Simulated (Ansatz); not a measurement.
`CC(C)[O][AlH][O]C(C)C` and `C[O][Al]([O]C(C)C)[O]C(C)C` differ in one atom or group.

Ansatz, PBE0-D4/def2-TZVP geometries, multiplicity 1. Each molecule was computed in one conformer, which needn't be the lowest.

```
                                      property  `CC(C)[O][AlH][O]C(C)C`
       HOMO–LUMO gap (ωB97M-V/def2-TZVPP) / eV                    11.68
           HOMO energy (B3LYP/def2-TZVPP) / eV                    -7.63
         HOMO energy (ωB97M-V/def2-TZVPP) / eV                   -10.25
         HOMO–LUMO gap (B3LYP/def2-TZVPP) / eV                     7.35
             HOMO energy (PBE/def2-TZVPP) / eV                    -6.35
size of the dipole moment (PBE/def2-TZVPP) / D                     1.90
```

Give the same properties after the change, and the shifts. (Best estimate.)

Computed: 
```tsv
property	`C[O][Al]([O]C(C)C)[O]C(C)C`	shift
HOMO–LUMO gap (ωB97M-V/def2-TZVPP) / eV	11.61	-0.07
HOMO energy (B3LYP/def2-TZVPP) / eV	-7.55	0.08
HOMO energy (ωB97M-V/def2-TZVPP) / eV	-10.18	0.07
HOMO–LUMO gap (B3LYP/def2-TZVPP) / eV	7.21	-0.14
HOMO energy (PBE/def2-TZVPP) / eV	-6.27	0.08
size of the dipole moment (PBE/def2-TZVPP) / D	0.15	-1.75
```

Dipoles are sizes alone; their direction can turn.

Positive LUMOs are unbound, so they and the gaps depend on the basis.

B3LYP here is the variant with VWN-RPA as its local correlation; programs differ in this.
